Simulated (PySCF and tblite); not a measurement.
Results of a calculation; reference values are marked as such.
MeOCH2CF3, C₃H₅F₃O, numbered as in [CH3:1][O:2][CH2:3][C:4]([F:5])([F:6])[F:7].

Free energies: PBE0-D3(BJ)/def2-TZVP (IEF-PCM, chloroform) on PBE0-D3(BJ)/def2-SVP structures plus GFN2-xTB thermal terms, symmetry and mirror images included. Conformers within 3 kcal/mol (GFN2-xTB free energy) were kept, 8 at most. (PySCF 2.14, tblite 0.8.)

Rotational constants are equilibrium values for the commonest isotopes; dipoles come from the energy level named and are polarised by its solvent model.

Torsions listed: C1–O2–C3–C4. Of a mirror pair one member is shown.

```json
{"conformer": "1", "shape": "179°", "symmetry": "Cs"}
{"conformer": "2", "shape": "-79°", "symmetry": "C1 (pair)"}
```

Problem. Give the rotational constants and dipole components.

Solution. 
```json
{"conformer": "1", "A (MHz)": "5125", "B (MHz)": "1585", "C (MHz)": "1565", "abs μa (D)": "2.76", "abs μb (D)": "2.21", "abs μc (D)": "0.01", "κ": "-0.99", "Ic−Ia−Ib (u Å²)": "-94.6"}
{"conformer": "2", "A (MHz)": "4618", "B (MHz)": "1853", "C (MHz)": "1779", "abs μa (D)": "1.61", "abs μb (D)": "0.01", "abs μc (D)": "1.66", "κ": "-0.95", "Ic−Ia−Ib (u Å²)": "-98.0"}
```
